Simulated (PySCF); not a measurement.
Species: C3H3F4O (doublet state).
Bonds: C1–O2, O2–C3, C3–F4, C3–C5, C5–F6, C5–F7, C5–F8. Hydrogens: H9, H10, H11 on C1.

Computed, not measured: PBE0-D3(BJ)/def2-SVP geometry optimisation, gas phase (PySCF).

Problem. List the bond lengths, angles and torsions at this level.

Solution. 
| bond | length (Å) | order |
| --- | --- | --- |
| C1–O2 | 1.418 | single |
| O2–C3 | 1.324 | single |
| C3–F4 | 1.338 | single |
| C3–C5 | 1.504 | single |
| C5–F6, C5–F8 | 1.328 | single |
| C5–F7 | 1.339 | single |
| C1–H9, C1–H10, C1–H11 | 1.099 | single |

Bonds in one row agree within 0.01 Å and their mean is given. Orders are formal, as drawn. A selection of angles:
| angle | degrees |
| --- | --- |
| O2–C1–H9 | 111.0 |
| O2–C1–H10 | 110.5 |
| O2–C1–H11 | 106.4 |
| H9–C1–H10 | 109.5 |
| C1–O2–C3 | 117.0 |
| O2–C3–F4 | 115.7 |
| O2–C3–C5 | 113.8 |
| F4–C3–C5 | 113.2 |
| C3–C5–F6 | 110.0 |
| C3–C5–F7 | 112.3 |
| F6–C5–F7 | 107.6 |
| F6–C5–F8 | 109.0 |

Dihedral angles: C1–O2–C3–F4 -50° (synclinal); O2–C3–C5–F6 -177° (antiperiplanar). The mirror-image conformer, all signs reversed, is as good.

Of the pairs four or more bonds apart, F4···H9 is among the closest relative to their van der Waals radii: 2.52 Å, 94 % of the sum of Bondi's values. C3 (carbon bonded to C, F and O) is pyramidal (angles 115.7°, 113.8° and 113.2°, sum 342.7°, 0.34 Å off the plane of its three neighbours). The 2 C–O bonds span 1.324 Å (O2–C3, drawn single) to 1.418 Å (C1–O2, drawn single), a spread of 0.094 Å.

Point group: C1 (no symmetry element, even within 0.4 Å). No frequency check. ⟨S²⟩ = 0.753 (exact for a doublet: 0.75).
